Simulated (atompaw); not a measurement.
## A failed generation for Ni

Input:

```
Ni 28
LDA-PW scalarrelativistic loggrid 1500 logderivrange -3 5 201
4 4 3 0 0 0
4 1 0
3 2 8
0 0 0
c
c
c
v
c
c
v
v
2
2.28 1.98 1.78 2.24
y
1.95
n
y
0.6
n
y
1.4
n
custom rrkj vanderbiltortho besselshape
bessel
2.28
1.36
2.28
2.28
0.94
0.94
PWSCFOUT
UPFDX 0.0125d0 UPFXMIN -7.d0 UPFZMESH 28.d0
END
```

```bash
atompaw < Ni.input > Ni.log
```

End of the output:

```
    4        1.51885918E+00
    5        8.34750532E+01
    6        1.77025208E+03

The overlap operator has at least one negative eigenvalue!
It might be not positive definite...
Program is stopping.
This probably means that your projectors are too similar
or that your PAW basis is incomplete.
Advice: try to change your input parameters (f.i. : reference energies).
```

**Question.** Why did it fail, and what change makes it run?

**Answer.** The run stopped because the overlap operator built from these waves and projectors is not positive definite. A run that differs only in the following succeeds: all radii scaled by about 1.32 (s 3.00, p 3.00, d 1.25 bohr); local potential bessel scheme, radius 2.35 bohr; augmentation besselshape compensation charge, radius 2.60 bohr; PAW radius 3.00 bohr; waves and projectors: custom rrkj vanderbiltortho; core correction smooth core density matched at 2.95 bohr. Other answers can fit too; this one was computed.
